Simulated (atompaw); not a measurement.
# What one change does to a pseudopotential (Ag (Z = 47), PAW (atompaw))

Ag (Z = 47), PAW, made with atompaw 4.2.0.5 (PBEsol, scalar-relativistic). Core [Kr], reference 4d10 5s0 5p0 (charge +1). Waves: 5s (bound, empty): rc 2.75 bohr; 5s channel at -0.5 Ry: rc 2.75 bohr; 5p (bound, empty): rc 2.75 bohr; 5p channel at 1.75 Ry: rc 2.75 bohr; 4d (bound): rc 2.75 bohr; 4d channel at -0.1 Ry: rc 1.10 bohr. Local part: ultrasoft scheme with l = 3 at 0 Ry, radius 2.35 bohr. Core correction: smooth core density matched at 1.55 bohr. Augmentation charge: sinc compensation charge, radius 2.25 bohr; PAW radius 2.75 bohr; waves and projectors: custom polynom2 7 10 vanderbiltortho.

All-electron outer shells of the reference configuration (PBEsol, scalar-relativistic, ld1.x):

```tsv
shell	level (eV)	outermost node (bohr)	outermost maximum (bohr)
4p	-66.76	0.44	0.87
4d	-15.64	0.43	1.04
5s	-11.23	1.11	2.37
5p	-6.17	1.24	3.04
```

Change: local potential ultrasoft scheme with l = 3 at 0 Ry, radius 1.94 bohr.

Cutoffs: the cutoffs (Ry, on a coarse ladder) from which the occupation-weighted sum of valence levels, in a spherical-Bessel basis at the reference potential, stays within 10 and 1 mRy of its value at 400 Ry; they do not see the model core or the augmentation charge, which bear on the density cutoff.

Problem. What does the change do?

Solution. The potential gets neither clearly harder nor softer (30 Ry and 60 Ry → 30 Ry and 60 Ry); a bound ghost appears in s, which as a rule spoils a file; the range in which the s phases agree widens (upper end 1.2 → 3.6). A state that the projectors do not describe sees the local part alone, so a deeper or shallower local part can create or remove a ghost.

| quantity | base | changed |
| --- | --- | --- |
| cutoff, loose | 30 Ry | 30 Ry |
| cutoff, tight | 60 Ry | 60 Ry |
| bound ghosts | none | s |
| s: phases at 2.75 bohr within 0.05 rad from the reference energy up to (Ry; the scan ends near 5) | 1.2 | 3.6 |
| p: phases at 2.75 bohr within 0.05 rad from the reference energy up to (Ry; the scan ends near 5) | 3.8 | 2.9 |
| d: phases at 2.75 bohr within 0.05 rad from the reference energy up to (Ry; the scan ends near 5) | 1.0 | 0.9 |
| lowest overlap eigenvalue by channel | s 0.89, p 0.90, d 0.57 | s 0.90, p 0.90, d 0.58 |

 A true bound ghost makes a file unfit for plane-wave use even where its test errors are small: the radial tests pick states by their node count and pass the ghost by. The cutoffs see the waves, projectors and local potential, not the compensation charge or the core.
